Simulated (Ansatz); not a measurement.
C4H9Cl, charge +1, doublet, at a GFN2-xTB geometry (a state made from the parent by changing its charge; the spin is typed, not shown lowest). Base run: B3LYP/STO-3G (Ansatz, an electronic-structure program).

Here is a job for Ansatz.
Ansatz 0.2 input:
```yaml
crystal:
  periodic: [false, false, false]
  atoms:
    - {symbol: C, position_ang: [-0.35803721, 1.42919133, -0.66345402]}
    - {symbol: C, position_ang: [-0.01241224, -0.07450110, -0.33139039]}
    - {symbol: C, position_ang: [1.31357077, -0.40822820, -0.97257391]}
    - {symbol: C, position_ang: [-1.17741942, -0.93407452, -0.76105632]}
    - {symbol: Cl, position_ang: [0.12768531, -0.02109610, 1.45127205]}
    - {symbol: H, position_ang: [-0.46140612, 1.48330987, -1.74626188]}
    - {symbol: H, position_ang: [-1.29077598, 1.72560022, -0.19253743]}
    - {symbol: H, position_ang: [0.43992807, 2.09095065, -0.33949680]}
    - {symbol: H, position_ang: [2.11353085, 0.25924918, -0.65572346]}
    - {symbol: H, position_ang: [1.62046295, -1.41998125, -0.69775470]}
    - {symbol: H, position_ang: [1.22826438, -0.35729178, -2.05588240]}
    - {symbol: H, position_ang: [-1.29587609, -0.89013610, -1.84154992]}
    - {symbol: H, position_ang: [-2.11539944, -0.63347510, -0.29663208]}
    - {symbol: H, position_ang: [-1.00359029, -1.97391709, -0.47493833]}
basis:
  gaussian:
    orbitals: STO-3G
hamiltonian:
  xc: b3lyp
total_charge: 1
magnetization: {spin_polarized: true, initial_magnetization: 1}
```

The base run was repeated with changes; each row names its change, and settings that it needs were set with it.

| change | ΔE vs base (mEh) |
|---|---|
| base | 0.000 |
| lower_state_search = off | 0.000 |
| lower_state_search = full | 0.000 |
| fitting.mean_field = def2-universal-JKFIT | -1.814 |
| fitting.mean_field = cc-pVTZ-JKFIT | -0.238 |
| final_grid = 10, 20, 41 | -0.001 |
| final_grid = 14, 28, 59 | 0.000 |
| point_charge = charge:-1.0 position_ang:0.7494, -2.6199, -5.1075 | -96.137 |
| point_charge = charge:1.0 position_ang:3.3558, 3.8855, 0.0667 | 101.0 |
| final_grid = 6, 12, 29 | -0.006 |
| forces = on | 0.000 |
